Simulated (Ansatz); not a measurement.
Geometry optimisation, RKS PBE/def2-SVP in Ansatz 0.2.0.

Input:

```yaml
crystal:
  periodic: [false, false, false]
  atoms:
    - { symbol: C, position_ang: [-1.1643, -0.6148, 0.8725] }
    - { symbol: B, position_ang: [0.3079, -0.5895, 0.4126] }
    - { symbol: O, position_ang: [1.2762, -1.2362, 1.2445] }
    - { symbol: Si, position_ang: [0.9351, 0.2507, -1.2606] }
    - { symbol: Se, position_ang: [0.3913, 2.4631, -1.2118] }
    - { symbol: H, position_ang: [-1.3057, -0.023, 1.829] }
    - { symbol: H, position_ang: [-1.5463, -1.6104, 0.981] }
    - { symbol: H, position_ang: [-1.7959, -0.036, 0.0941] }
    - { symbol: H, position_ang: [1.6338, -0.5059, 1.9064] }
    - { symbol: H, position_ang: [0.1405, -0.3846, -2.3505] }
    - { symbol: H, position_ang: [2.2979, 0.0534, -1.4183] }
    - { symbol: H, position_ang: [-1.0936, 2.178, -1.0651] }
basis:
  gaussian: { orbitals: def2-SVP }
hamiltonian:
  xc: pbe
relax:
  f_tol: 0.02
  max_steps: 50
output:
  orbitals: {}
```

Run as:

```bash
$ ansatz run input.yaml --threads 2 --pin off --max-ram 3072MiB --backend cpu --events-out ev --progress --plain --runs-dir out
```

**Question.** Where does it end, and by what steps?

**Answer.** The run converged. The force dipped under the threshold on the way, but the program's further checks kept it going. After 32 steps the energy has fallen by 1.268 eV; H8 moved furthest, 1.48 Å.

```
step  energy less start (eV)  largest force component (eV/Å)  accepted
   0                  0.0000                           2.793       yes
   2                 -0.6281                           0.891       yes
   4                 -1.0170                           1.097       yes
   6                 -1.2384                           0.272       yes
   8                 -1.2472                           0.068       yes
  10                 -1.2502                           0.107       yes
  12                 -1.2554                           0.216       yes
  14                 -1.2586                           0.085       yes
  16                 -1.2608                           0.102       yes
  18                 -1.2626                           0.030       yes
  20                 -1.2640                           0.085       yes
  22                 -1.2652                           0.066       yes
  24                 -1.2657                           0.016       yes
  26                 -1.2665                           0.059       yes
  28                 -1.2674                           0.047       yes
  30                 -1.2677                           0.044       yes
  32                 -1.2679                           0.015       yes
```

```xyz
12
Properties=species:S:1:pos:R:3
C -1.334 -0.748 0.836
B 0.197 -0.553 0.525
O 1.098 -0.917 1.486
Si 0.837 0.286 -1.234
Se 0.733 2.597 -0.991
H -1.917 0.175 0.633
H -1.521 -1.067 1.882
H -1.758 -1.519 0.155
H 2.026 -0.772 1.224
H 0.084 -0.161 -2.463
H 2.310 0.064 -1.492
H -0.678 2.559 -0.526
```

Time of the run: 81 s on 2 threads of Intel(R) Xeon(R) Platinum 8375C CPU @ 2.90GHz (Ice Lake), with other jobs on the host, peak memory 0.2 GiB.
